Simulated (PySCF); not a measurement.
Tl⁵³⁺ (thallium, charge +53) across methods

[Ar] 3d10, closed-shell 1S. Calculation: PySCF 2.14, in an uncontracted even-tempered set (17 s from 13 bohr⁻², ratio 2.5; 13 p from 17 bohr⁻², ratio 2.5; 7 d from 17 bohr⁻², ratio 2.5; 4 f from 72 bohr⁻², ratio 2.7; 3 g from 110 bohr⁻², ratio 2.7); scalar relativity by spin-free X2C-1e.

| method | E (hartree) | mean ε 3s (eV) | mean ε 3p (eV) | mean ε 3d (eV) | Σ⟨r²⟩ (bohr²) | ⟨S²⟩ |
| --- | --- | --- | --- | --- | --- | --- |
| UHF | -18060.67900 | -6548.2 | -5928.0 | -5282.7 | 0.6045 | 0.000 |
| BHandHLYP | -18063.11 | -6485.5 | -5876.5 | -5243.6 | 0.6048 | 0.000 |
| PBE0 | -18062.54 | -6453.8 | -5850.2 | -5223.5 | 0.6050 | 0.000 |
| LDA | -18049.75 | -6416.5 | -5821.2 | -5202.2 | 0.6055 | 0.000 |
| r2SCAN | -18063.13 | -6443.0 | -5838.6 | -5210.3 | 0.6048 | 0.000 |
| B3LYP | -18062.85 | -6446.8 | -5844.7 | -5219.4 | 0.6051 | 0.000 |
| PBE | -18062.62 | -6421.6 | -5823.5 | -5203.0 | 0.6052 | 0.000 |

Spin-orbit coupling, which splits the p, d and f shells strongly at this Z, is absent.
